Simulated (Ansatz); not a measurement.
Consider the ligand exchange at a B–O bond: `CSB(O)F` + HCl → `CSB(F)Cl` + H₂O.

Computed with Ansatz on PBE0-D4/def2-TZVP structures; ΔE is electronic, products minus reactants. CBS: MP2 limit from def2 TZ/QZ plus the TZ coupled-cluster correction, frozen cores. This one scheme is used for every species. DFT in def2-TZVPP. Each species was taken in one conformer, which may not be the lowest.

| level | ΔE (eV) |
| --- | --- |
| r2SCANh | 0.44 |
| CCSD(T)/def2-SVP | 0.59 |

Question: What does CCSD(T)/CBS give? (Best estimate.)

Answer: Ansatz gave: +0.43 eV. The listed levels differ from it by 0.01, 0.16 eV.

Largest T1 diagnostic among the species: 0.012.

From BLYP to BHLYP (50 % exact exchange), in def2-TZVPP and without D4, ΔE moves by +0.08 eV. Leaving LDA and LC-ωPBE aside and taking each functional with its dispersion term where it has one, the values, not all of them listed here, spread over 0.17 eV, from revPBE-D4 to CAM-B3LYP-D4. LDA lies +0.07 eV from PBE without D4.
